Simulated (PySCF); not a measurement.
PySCF 2.14 output of an unrestricted BP86 calculation on a single atom or ion in jorge-DZP-DKH (8s6p2d1f, 43 functions), with scalar relativity by spin-free X2C-1e:

```
SCF conv_tol = 1e-09
number electrons alpha = 18  beta = 16
    A. D. Becke.,  Phys. Rev. A 38, 3098 (1988)
    J. P. Perdew.,  Phys. Rev. B 33, 8822 (1986)
cycle= 1 E= -2429.99968811049  delta_E= -0.0151  |g|= 0.119  |ddm|= 0.237
cycle= 2 E= -2430.00000696214  delta_E= -0.000319  |g|= 0.105  |ddm|= 0.0415
cycle= 3 E= -2430.00086512335  delta_E= -0.000858  |g|= 0.00512  |ddm|= 0.032
cycle= 4 E= -2430.00087460863  delta_E= -9.49e-06  |g|= 0.00112  |ddm|= 0.0105
cycle= 5 E= -2430.00087490563  delta_E= -2.97e-07  |g|= 2.11e-05  |ddm|= 0.00143
cycle= 6 E= -2430.0008749058  delta_E= -1.63e-10  |g|= 1.2e-06  |ddm|= 4.16e-05
converged SCF energy = -2430.0008749058  <S^2> = 2.0001535  2S+1 = 3.0001024
```

The run itself started from symmetry-adapted Hartree-Fock orbitals and held the occupation by maximum overlap, on a logarithmic radial grid, so the iterations belong to that start.

Q: Which element, charge and spin multiplicity is this?

A: Se (selenium, neutral), multiplicity 3; the state was [Ar] 3d10 4s2 4p4, high-spin 3P determinant.
